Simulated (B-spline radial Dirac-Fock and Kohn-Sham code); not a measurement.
**S⁶⁺ 2p1/2: cross section and angular parameters**

System: S⁶⁺, configuration [He] 2s2 2p6; threshold 278.6 eV (orbital energy of the model). These are calculated numbers from a radial atomic solver; the model is Dirac-Hartree-Slater photoionisation with a Latter tail; cross sections with all multipoles, angular parameters from the dipole term and its interference with E2.

For linearly polarised light dσ/dΩ = σ/(4π) [1 + β P₂(cos θ) + (δ + γ cos²θ) sin θ cos φ], with θ from the polarisation vector and φ the angle between the beam and the projection of the electron momentum on the plane normal to the polarisation.

| hν (eV) | σ (kb) | β | γ | δ |
| --- | --- | --- | --- | --- |
| 300 | 649 | 1.299 | -0.010 | 0.012 |
| 344 | 480 | 1.413 | 0.045 | 0.014 |
| 384 | 370 | 1.454 | 0.084 | 0.015 |
| 522 | 168 | 1.476 | 0.193 | 0.018 |
| 600 | 115 | 1.461 | 0.244 | 0.020 |
| 681 | 80.7 | 1.438 | 0.292 | 0.023 |
| 914 | 34.7 | 1.355 | 0.398 | 0.031 |
| 1560 | 6.78 | 1.140 | 0.588 | 0.055 |
| 1600 | 6.26 | 1.128 | 0.597 | 0.056 |
| 2520 | 1.44 | 0.916 | 0.737 | 0.091 |
| 2710 | 1.13 | 0.881 | 0.760 | 0.098 |
| 2810 | 1.00 | 0.863 | 0.771 | 0.102 |
| 4000 | 0.298 | 0.699 | 0.874 | 0.144 |
| 5414.7 | ? | ? | ? | ? |
| 6000 | 0.0709 | 0.531 | 0.976 | 0.205 |
| 7160 | 0.0374 | 0.467 | 1.024 | 0.236 |
| 7300 | 0.0348 | 0.460 | 1.029 | 0.240 |
| 8047.8 | 0.0243 | 0.428 | 1.056 | 0.259 |
| 8720 | 0.0181 | 0.402 | 1.079 | 0.275 |
| 9251.7 | 0.0145 | 0.384 | 1.097 | 0.287 |
| 9460 | 0.0134 | 0.377 | 1.104 | 0.291 |
| 9590 | 0.0127 | 0.373 | 1.108 | 0.294 |

Problem. Give the values at Cr Kα (5414.7 eV).

Solution. σ = 0.102 kb, β = 0.571, γ = 0.950, δ = 0.188.
